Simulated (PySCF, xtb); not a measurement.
C₃H₇NOSi, SMILES C#C[Si@H](N)OC.

xtb with GFN2-xTB at its own geometry gives an orbital gap of 5.05 eV and a dipole moment of 1.14 D.

The structure is a stationary point at B3LYP-D3(BJ)/def2-SVP. The structure was generated by enumeration; whether it is a known compound was not checked. The values are those of a single conformer.

What does PBE/def2-TZVP in PySCF give? (An estimate is asked for; the answer gives what the named calculation found.)

gap 5.30 eV (levels -6.36 and -1.06 eV), dipole 0.52 D.
